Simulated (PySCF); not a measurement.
SnF₂, SMILES [F][Sn][F] (connectivity only; charge and spin as stated), neutral, multiplicity 1.

Geometry: TPSSh-D3(BJ)/def2-TZVP. The isomer is the one that the SMILES or the coordinates give; other isomers of the formula were not compared. The def2 effective core potentials stand for the cores of Sn; spin–orbit coupling is left out.

Method: PySCF with TPSSh-D3(BJ)/def2-TZVP.

Frequencies are harmonic and unscaled.

### Question
Give all harmonic wavenumbers and intensities. (The exact figures need the calculation; the answer reports its results.)

### Answer

```csv
mode,ν (cm⁻¹),IR (km/mol),Raman (Å⁴/amu),depolarisation,moving atoms (share of kinetic energy)
1,188,10.9,0.8,0.66,"F 89 %, Sn 11 %"
2,580,117.5,5.9,0.75,"F 85 %, Sn 15 %"
3,598,88.9,6.3,0.33,"F 87 %, Sn 13 %"
```
